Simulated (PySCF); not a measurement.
C2H6FMgN. Atoms are numbered in the order given.

```xyz
11

Mg     0.0000     0.0000    -1.0347
F      0.0000     0.0000    -2.7984
N      0.0000     0.0000     0.8620
C      0.0000     1.1962     1.6749
C      0.0000    -1.1962     1.6749
H     -0.8896     1.2590     2.3399
H      0.8896     1.2590     2.3399
H      0.0000     2.1111     1.0553
H      0.8896    -1.2590     2.3399
H     -0.8896    -1.2590     2.3399
H      0.0000    -2.1111     1.0553
```

Coordinates come from a B3LYP-D3(BJ)/def2-SVP optimisation. The values are those of a single conformer.

Calculation: TDA-PBE/def2-SVPD run with PySCF.

Vertical excitations. The molecule is in vacuum. State labels are in the subgroup C2v.

Computed lowest excited states:
```tsv
state	symmetry	energy (eV)	λ (nm)	f	main pairs
S1	B1	2.58	480	0.017	HOMO→LUMO 100 %
S2	A2	3.80	327	0.000	HOMO→LUMO+1 100 %
S3	A1	4.30	288	0.062	HOMO→LUMO+2 95 %
S4	B1	4.61	269	0.015	HOMO→LUMO+3 100 %
S5	A1	5.60	221	0.094	HOMO−1→LUMO 88 %
S6	B1	5.73	216	0.015	HOMO→LUMO+4 99 %
S7	A2	5.74	216	0.000	HOMO→LUMO+5 100 %
S8	B1	6.06	205	0.030	HOMO−2→LUMO 99 %
S9	B2	6.07	204	0.025	HOMO−3→LUMO 100 %
S10	A2	6.17	201	0.000	HOMO→LUMO+6 100 %
T1	B1	2.35	527	0	HOMO→LUMO 100 %
T2	A2	3.76	330	0	HOMO→LUMO+1 100 %
T3	A1	3.85	322	0	HOMO→LUMO+2 99 %
T4	B1	4.52	275	0	HOMO→LUMO+3 100 %
```
Triplets are in the Tamm–Dancoff approximation.
